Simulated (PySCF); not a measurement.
Molecule: `N#CCC(F)(F)F`, C₃H₂F₃N.

Geometry:
```
atom   x (Å)   y (Å)   z (Å)
  N1   2.559  -0.206   0.685
  C2   1.467   0.130   0.508
  C3   0.095   0.562   0.299
  C4  -0.747  -0.454  -0.456
  F5  -0.812  -1.610   0.196
  F6  -1.987   0.015  -0.593
  F7  -0.254  -0.687  -1.669
  H8  -0.387   0.748   1.270
  H9   0.082   1.504  -0.269
```

Geometry PBE0-D3(BJ)/def2-SVP throughout; GIAO in PySCF 2.14.0 with density-fitted response routines, gas phase, one conformer, non-relativistic; equivalent atoms averaged; functional PBE0.

(1) How do the absolute shieldings σ depend on the basis set? (ppm; last column core-seconds on shared hosts with different chips, so compare them loosely)

(2) Which nucleus moves most, in ppm?

(3) Taking the largest basis, pcSseg-2 (280 functions), as the yardstick, rank the others by their worst heavy-atom deviation.

## Answers

(1) 
```tsv
basis set	functions	N1	C4	C2	C3	F5/F6/F7	H8/H9	core-s
STO-3G	37	67.8	139.8	144.7	213.9	391.4	30.36	2.1
pcSseg-0	67	-59.8	48.4	65.0	161.1	258.5	29.57	4.6
6-31G	67	-15.7	72.8	89.1	172.4	264.3	29.76	4.3
6-31G*	102	-9.2	73.8	91.0	168.9	275.5	29.47	6.6
cc-pVDZ	108	-15.1	73.4	89.1	170.4	274.3	28.85	7.2
def2-SVP	108	-20.2	69.6	86.6	171.0	277.2	28.92	6.2
pcSseg-1	129	-51.8	56.9	68.1	158.6	253.8	28.53	12
aug-cc-pVDZ	179	-14.1	72.1	85.3	170.2	266.5	28.43	14
6-311+G(2d,p)	201	-39.7	60.2	71.1	161.1	252.7	28.61	17
def2-TZVP	229	-41.8	56.8	70.7	160.8	252.4	28.65	20
cc-pVTZ	238	-39.9	58.5	72.8	161.9	255.6	28.47	21
IGLO-III	265	-48.8	53.0	65.7	157.5	250.3	28.43	22
pcSseg-2	280	-51.7	52.0	64.9	157.7	251.8	28.40	47
```

(2) F5/F6/F7 (fluorine of a CF3 group): from 250.3 ppm with IGLO-III to 391.4 ppm with STO-3G. The smallest spread is 1.96 ppm, at H8/H9. Proton shifts span only some 12 ppm, so a few tenths of a ppm matter as much there as several ppm in carbon.

(3) IGLO-III 2.9 ppm (265 functions), pcSseg-1 4.9 ppm (129 functions), pcSseg-0 8.2 ppm (67 functions), def2-TZVP 9.8 ppm (229 functions), cc-pVTZ 11.8 ppm (238 functions), 6-311+G(2d,p) 12.0 ppm (201 functions), def2-SVP 31.5 ppm (108 functions), 6-31G 36.0 ppm (67 functions), cc-pVDZ 36.6 ppm (108 functions), aug-cc-pVDZ 37.6 ppm (179 functions), 6-31G* 42.5 ppm (102 functions), STO-3G 139.6 ppm (37 functions).

A small basis that lands close on one nucleus may do so by chance; judge by the trend and by all nuclei.
